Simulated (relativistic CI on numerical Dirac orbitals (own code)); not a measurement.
Radial parameters of Rb³³⁺

These numbers are calculated, not measured: Dirac-Coulomb-Breit CI, orbitals from a KLI potential per configuration, a model potential for QED, unscaled Slater integrals (own radial code, finite nucleus).

Slater integrals F^k, G^k are unscaled and averaged over j, outside the closed core 1s2; ζ comes from projecting the Hamiltonian with its Breit term on Σ l·s of the shell.

- 2s2p: G^1(2s,2p) = 710260, ζ(2p) = 383660 cm⁻¹; <r>(2s) = 0.1647, <r^2>(2s) = 0.03181, <r>(2p) = 0.141, <r^2>(2p) = 0.02398 (bohr units).
- 2p²: F^2(2p,2p) = 677050, ζ(2p) = 381130 cm⁻¹; <r>(2p) = 0.1412, <r^2>(2p) = 0.02407 (bohr units).
- 2p3s: ζ(2p) = 390260, G^1(2p,3s) = 72658 cm⁻¹; <r>(2p) = 0.1403, <r^2>(2p) = 0.02376, <r>(3s) = 0.3793, <r^2>(3s) = 0.1636 (bohr units).

Averages of the first 10 configurations, taken without configuration mixing, which lowers the lowest level and can move excited configurations by several eV; other configurations of the list can lie among them:

```
Configuration  Parity  States  Average energy above the lowest level (eV)
          2s²    even       1                                         9.0
         2s2p     odd      12                                       126.7
          2p²    even      15                                       273.5
         2p3s     odd      12                                      2509.6
         2p3p    even      36                                      2549.4
         2s3s    even       4                                      2382.8
         2s3p     odd      12                                      2424.7
         2s3d    even      20                                      2453.3
         2s4s    even       4                                      3196.7
         2s4p     odd      12                                      3213.9
```
